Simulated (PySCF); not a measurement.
Simulation results for AlClH

All values are calculated (PySCF 2.14.0). Calculation on a computer-drawn molecule: vertical ionisation energy to the stated ion spin, frozen-core CCSD(T) at the basis limit and cheaper methods, single-reference cases, UHF for radicals, no spin-orbit; all values are single points at the evaluated structure, the first of each entry, which is the reference or a displaced copy of it and isn't optimised; the reference structure only sets the zero of the energies above reference; triples share is (T) over the correlation energy.

Common to all runs: charge 1; multiplicity 1; ion multiplicity 2; diffuse functions no; basis cc-pV(n+d)Z; reference is the Hartree-Fock double-zeta minimum; best is HF at quadruple zeta + MP2 correlation extrapolated from triple and quadruple zeta + CCSD(T) minus MP2 at triple zeta; basis step is the size of the change from the same recipe one zeta lower.

(1) AlClH

Evaluated structure:
```xyz
3
AlClH
Al    -0.4807     3.4055     2.7003
Cl    -2.4224     2.9112     2.3303
H      0.9957     3.7449     2.8355
```

Reference structure:
```xyz
3
AlClH
Al    -0.5374     3.3697     2.7010
Cl    -2.4770     2.9495     2.3909
H      0.9463     3.6911     2.9382
```

Results for AlClH: ionisation energy best 18.71 eV; ionisation energy basis step 0.07379 eV; energy above reference best 0.5183 kcal/mol; energy above reference basis step 0.1424 kcal/mol; ionisation energy Koopmans at triple zeta 19.02 eV; ionisation energy EOM CCSD at triple zeta 18.61 eV; total energy HF triple zeta -701.8050 hartree; total energy CCSD(T) triple zeta -702.0807 hartree; total energy best -702.1260 hartree; T1 diagnostic at triple zeta 0.01113; D1 diagnostic at triple zeta 0.02044; ion T1 diagnostic at triple zeta 0.01003; ion D1 diagnostic at triple zeta 0.02694; ion spin squared at triple zeta 0.7604; triples share at triple zeta 0.03789; basis functions triple zeta 92.

Drawn bonds:
| atom | other atom | order |
| --- | --- | --- |
| 1 | 2 | 1 |
| 1 | 3 | 1 |

Triple zeta:
| method | ionisation energy (eV) | energy above reference (kcal/mol) |
| --- | --- | --- |
| HF | 17.36 | 0.5991 |
| PBE | 18.57 | 0.4038 |
| r2SCAN | 18.66 | 0.5433 |
| B3LYP | 18.66 | 0.4372 |
| wB97X | 18.62 | 0.6399 |
| MP2 | 18.63 | 0.4414 |
| CCSD | 18.43 | 0.4733 |
| CCSD(T) | 18.52 | 0.425 |

(2) AlClH

Evaluated structure:
```xyz
3
AlClH
Al    -0.4807     3.4055     2.7003
Cl    -2.4224     2.9112     2.3303
H      1.0044     3.7469     2.8363
```

Reference structure:
```xyz
3
AlClH
Al    -0.5374     3.3697     2.7010
Cl    -2.4770     2.9495     2.3909
H      0.9463     3.6911     2.9382
```

It finds ionisation energy best 18.71 eV; ionisation energy basis step 0.07388 eV; energy above reference best 0.4553 kcal/mol; energy above reference basis step 0.139 kcal/mol; ionisation energy Koopmans at triple zeta 19.02 eV; ionisation energy EOM CCSD at triple zeta 18.61 eV; total energy HF triple zeta -701.8050 hartree; total energy CCSD(T) triple zeta -702.0808 hartree; total energy best -702.1261 hartree; T1 diagnostic at triple zeta 0.01116; D1 diagnostic at triple zeta 0.0205; ion T1 diagnostic at triple zeta 0.01007; ion D1 diagnostic at triple zeta 0.02702; ion spin squared at triple zeta 0.7604; triples share at triple zeta 0.03792; basis functions triple zeta 92.

Drawn bonds:
| atom | other atom | order |
| --- | --- | --- |
| 1 | 2 | 1 |
| 1 | 3 | 1 |

Triple zeta:
| method | ionisation energy (eV) | energy above reference (kcal/mol) |
| --- | --- | --- |
| HF | 17.36 | 0.5698 |
| PBE | 18.56 | 0.2955 |
| r2SCAN | 18.65 | 0.4754 |
| B3LYP | 18.66 | 0.3798 |
| wB97X | 18.62 | 0.5944 |
| MP2 | 18.63 | 0.398 |
| CCSD | 18.43 | 0.4124 |
| CCSD(T) | 18.52 | 0.3587 |

(3) AlClH

Evaluated structure:
```xyz
3
AlClH
Al    -0.4807     3.4055     2.7003
Cl    -2.4224     2.9112     2.3303
H      1.0093     3.7481     2.8367
```

Reference structure:
```xyz
3
AlClH
Al    -0.5374     3.3697     2.7010
Cl    -2.4770     2.9495     2.3909
H      0.9463     3.6911     2.9382
```

The calculation gives: ionisation energy best 18.71 eV; ionisation energy basis step 0.07393 eV; energy above reference best 0.4337 kcal/mol; energy above reference basis step 0.1372 kcal/mol; ionisation energy Koopmans at triple zeta 19.02 eV; ionisation energy EOM CCSD at triple zeta 18.61 eV; total energy HF triple zeta -701.8051 hartree; total energy CCSD(T) triple zeta -702.0808 hartree; total energy best -702.1262 hartree; T1 diagnostic at triple zeta 0.01117; D1 diagnostic at triple zeta 0.02053; ion T1 diagnostic at triple zeta 0.01009; ion D1 diagnostic at triple zeta 0.02706; ion spin squared at triple zeta 0.7604; triples share at triple zeta 0.03793; basis functions triple zeta 92.

Drawn bonds:
| atom | other atom | order |
| --- | --- | --- |
| 1 | 2 | 1 |
| 1 | 3 | 1 |

Triple zeta:
| method | ionisation energy (eV) | energy above reference (kcal/mol) |
| --- | --- | --- |
| HF | 17.36 | 0.5675 |
| PBE | 18.55 | 0.2485 |
| r2SCAN | 18.65 | 0.451 |
| B3LYP | 18.66 | 0.3611 |
| wB97X | 18.61 | 0.5827 |
| MP2 | 18.63 | 0.3875 |
| CCSD | 18.42 | 0.3919 |
| CCSD(T) | 18.52 | 0.3353 |

(4) AlClH

Evaluated structure:
```xyz
3
AlClH
Al    -0.5405     3.3698     2.7000
Cl    -2.9036     2.8579     2.3260
H      0.9474     3.6893     2.9384
```

Reference structure:
```xyz
3
AlClH
Al    -0.5374     3.3697     2.7010
Cl    -2.4770     2.9495     2.3909
H      0.9463     3.6911     2.9382
```

The calculation gives: ionisation energy best 17.15 eV; ionisation energy basis step 0.04902 eV; energy above reference best 29.63 kcal/mol; energy above reference basis step 1.729 kcal/mol; ionisation energy Koopmans at triple zeta 17.69 eV; ionisation energy EOM CCSD at triple zeta 17.07 eV; total energy HF triple zeta -701.7542 hartree; total energy CCSD(T) triple zeta -702.0358 hartree; total energy best -702.0796 hartree; T1 diagnostic at triple zeta 0.01606; D1 diagnostic at triple zeta 0.02916; ion T1 diagnostic at triple zeta 0.01127; ion D1 diagnostic at triple zeta 0.02958; ion spin squared at triple zeta 0.7623; triples share at triple zeta 0.04171; basis functions triple zeta 92.

Drawn bonds:
| atom | other atom | order |
| --- | --- | --- |
| 1 | 2 | 1 |
| 1 | 3 | 1 |

Triple zeta:
| method | ionisation energy (eV) | energy above reference (kcal/mol) |
| --- | --- | --- |
| HF | 15.71 | 32.46 |
| PBE | 17.13 | 26.09 |
| r2SCAN | 17.11 | 29.42 |
| B3LYP | 17.11 | 27.75 |
| wB97X | 17.01 | 31.62 |
| MP2 | 17.04 | 29.99 |
| CCSD | 16.85 | 29.47 |
| CCSD(T) | 16.96 | 28.61 |

(5) AlClH

Evaluated structure:
```xyz
3
AlClH
Al    -0.6250     3.3281     2.6159
Cl    -2.5179     2.8072     2.4060
H      0.9284     3.7252     2.9670
```

Reference structure:
```xyz
3
AlClH
Al    -0.5374     3.3697     2.7010
Cl    -2.4770     2.9495     2.3909
H      0.9463     3.6911     2.9382
```

It finds ionisation energy best 18.97 eV; ionisation energy basis step 0.3364 eV; energy above reference best 1.869 kcal/mol; energy above reference basis step 0.2029 kcal/mol; ionisation energy Koopmans at triple zeta 19.29 eV; ionisation energy EOM CCSD at triple zeta 18.88 eV; total energy HF triple zeta -701.8023 hartree; total energy CCSD(T) triple zeta -702.0782 hartree; total energy best -702.1239 hartree; T1 diagnostic at triple zeta 0.01078; D1 diagnostic at triple zeta 0.0209; ion T1 diagnostic at triple zeta 0.01066; ion D1 diagnostic at triple zeta 0.02844; ion spin squared at triple zeta 0.7604; triples share at triple zeta 0.03761; basis functions triple zeta 92.

Drawn bonds:
| atom | other atom | order |
| --- | --- | --- |
| 1 | 2 | 1 |
| 1 | 3 | 1 |

Triple zeta:
| method | ionisation energy (eV) | energy above reference (kcal/mol) |
| --- | --- | --- |
| HF | 17.64 | 2.282 |
| PBE | 18.61 | 1.541 |
| r2SCAN | 18.75 | 1.801 |
| B3LYP | 18.92 | 2.004 |
| wB97X | 18.89 | 1.932 |
| MP2 | 18.9 | 2.234 |
| CCSD | 18.69 | 1.976 |
| CCSD(T) | 18.78 | 1.971 |
